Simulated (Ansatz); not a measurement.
Reaction (ligand exchange at the Si–N bond): `CN[SiH](O)O` + `S[SiH2]Cl` → `O[SiH](O)S[SiH2]Cl` + CH₃NH₂

Isolated molecules relaxed with PBE0-D4/def2-TZVP in Ansatz; ΔE leaves out vibrations. CCSD(T)/CBS is the MP2 limit (def2-TZVPP, def2-QZVPP) plus CCSD(T) − MP2 in def2-TZVPP, frozen cores. One conformer a species, not always the lowest.

| species | MP2/CBS(def2) energy (Eh) |
| --- | --- |
| `CN[SiH](O)O` | -536.45944 |
| `S[SiH2]Cl` | -1148.43818 |
| `O[SiH](O)S[SiH2]Cl` | -1589.18578 |
| CH₃NH₂ | -95.71376 |

Q: Work out ΔE.

A: ΔE = (-1589.18578) + (-95.71376) − (-536.45944) − (-1148.43818) = -0.00192 Eh = -5.0 kJ/mol. CCSD(T)/CBS gives -0.9 kJ/mol.

Largest T1 diagnostic among the species: 0.011.

The D4 term adds −5.8 kJ/mol with B3LYP and −3.3 kJ/mol with PBE0; it sums over pairs of atoms, weighted by their polarisabilities, and B3LYP, whose exchange is more repulsive, gets the larger term. In def2-TZVPP, CCSD(T) changes the Hartree–Fock value by −9.3 kJ/mol (the triples alone add −3.1 kJ/mol) and MP2 by −13.4 kJ/mol.

B3LYP here is the variant with VWN-RPA as its local correlation; programs differ in this.
